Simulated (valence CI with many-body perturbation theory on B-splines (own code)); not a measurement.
Results of a calculation; reference values are marked as such.
# Basis-set convergence for Pt57+

Method: relativistic CI+MBPT: three valence electrons over a frozen Dirac-Fock core [Ar], radial functions for each j: 7 s, 7 p, 8 d, 6 f, 4 g, 1 h, with the one-electron correlation potential Σ1, the two-electron term Σ2, the three-electron term Σ3, Breit, model QED; selected CI, second order for the rest, scaled by the run's own slope (own B-spline code, finite nucleus).

No measured spectrum was set against this ion. As an estimate, large intervals hold to a few tenths of a per cent, small ones and those within an open d or f shell to about a per cent. The list stops below the first excitations out of the core. Only levels of the ground parity were solved; by the run's estimate the other parity begins above the list, which can be wrong where configurations are misplaced.

The reference run has the lowest level (3d3/2^3) J=3/2 and an ionisation energy of 5800.66 eV. Its largest variational space holds 4693 state functions.

Levels are named by their leading jj configuration (3d3/2^4 stands for four electrons in 3d with j = 3/2), which in mixed levels can hold well under half, so a name can repeat and another be missing. Letters in brackets count levels of one name in rising energy.

Changed runs:
A. basis 6 s, 6 p, 5 d, 5 f, 1 g
B. basis 5 s, 5 p, 4 d, 4 f

Excitation energies of the reference run in cm⁻¹, and shifts in cm⁻¹:

| Level | Reference | A | B |
| --- | --- | --- | --- |
| (3d3/2^2 3d5/2) J=5/2 [a] | 693340 | -254 | -433 |
| (3d3/2^2 3d5/2) J=3/2 | 746690 | -123 | -104 |
| (3d3/2^2 3d5/2) J=9/2 | 777004 | +84 | +293 |
| (3d3/2^2 3d5/2) J=7/2 | 780694 | +21 | +133 |
| (3d3/2^2 3d5/2) J=1/2 | 793343 | +15 | +175 |
| (3d3/2^2 3d5/2) J=5/2 [b] | 1000250 | +303 | +683 |
| (3d3/2 3d5/2^2) J=7/2 [a] | 1460280 | -227 | -346 |
| (3d3/2 3d5/2^2) J=9/2 | 1500640 | -111 | -78 |
| (3d3/2 3d5/2^2) J=3/2 [a] | 1547000 | -77 | -76 |
| (3d3/2 3d5/2^2) J=1/2 | 1572530 | +64 | +288 |
| (3d3/2 3d5/2^2) J=11/2 | 1581090 | +149 | +509 |
| (3d3/2 3d5/2^2) J=5/2 [a] | 1583060 | -19 | +87 |
| Ionisation energy (eV) | 5800.66 | -0.07 | -0.10 |
